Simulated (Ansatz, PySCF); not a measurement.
Gas-phase reaction in SMILES: CN[SiH3] → CN[SiH2] + H atom (the H-Si bond at the site shown breaks; other sites are not compared here)
Each molecule is optimised on its own at B3LYP-D3(BJ)/def2-TZVP (Ansatz, a quantum-chemistry and plane-wave program), one conformer each, not searched for the lowest.

Quantity: bond dissociation energy (0 K, with B3LYP-D3(BJ) harmonic zero-point energies from PySCF), in kJ/mol. Cores are frozen in the correlated levels unless marked. Open shells are spin-unrestricted. No spin-orbit coupling. No relativistic terms. Basis-set limits of correlation are two-point, X^-3; Hartree-Fock from the larger set. [CCSD(T)-MP2]/basis is that difference in the basis named.

```
level                                                                             program  bond dissociation energy (kJ/mol)  minus last row
-------------------------------------------------------------------------  --------------  ---------------------------------  --------------
revPBE-D3(BJ)/def2-TZVPD                                                   Ansatz + dftd3                              336.7           -35.8
revPBE/def2-TZVPD                                                                  Ansatz                              334.5           -38.0
r2SCAN-D4/def2-TZVPD                                                       Ansatz + dftd4                              348.3           -24.2
B3LYP-D4/def2-TZVPD                                                        Ansatz + dftd4                              360.4           -12.1
PBE0/def2-SVP                                                                      Ansatz                              345.7           -26.8
PBE0-D4/def2-TZVP                                                          Ansatz + dftd4                              348.9           -23.6
PBE0/def2-TZVP                                                                     Ansatz                              348.3           -24.2
HSE06-D3(BJ)/def2-TZVPD                                                    Ansatz + dftd3                              348.3           -24.2
B2PLYP-D4/def2-TZVPD                                                       Ansatz + dftd4                              360.5           -12.0
MP2/STO-3G                                                                         Ansatz                              432.8            60.3
MP2/cc-pV(D+d)Z                                                                    Ansatz                              346.3           -26.2
RI-MP2/cc-pV(Q+d)Z                                                                 Ansatz                              363.9            -8.6
RI-MP2/CBS(cc-pV(T+d)Z,cc-pV(Q+d)Z)                                                Ansatz                              367.3            -5.2
SCS-MP2/aug-cc-pV(Q+d)Z                                                            Ansatz                              377.9             5.4
CCSD/STO-3G                                                                        Ansatz                              440.8            68.3
CCSD(T)/6-31G*                                                                     Ansatz                              328.8           -43.7
CCSD(T)/aug-cc-pV(D+d)Z                                                            Ansatz                              353.9           -18.6
CCSD(T)/cc-pV(T+d)Z                                                                Ansatz                              367.1            -5.4
RI-MP2/CBS(aug-cc-pV(T+d)Z,aug-cc-pV(Q+d)Z)+[CCSD(T)-MP2]/aug-cc-pV(T+d)Z          Ansatz                              374.2             1.7
RI-MP2/CBS(cc-pV(T+d)Z,cc-pV(Q+d)Z)+[CCSD(T)-MP2]/cc-pV(T+d)Z                      Ansatz                              375.0             2.5
CCSD(T)/CBS(aug-cc-pV(T+d)Z,aug-cc-pV(Q+d)Z)                                       Ansatz                              372.5             0.0
```
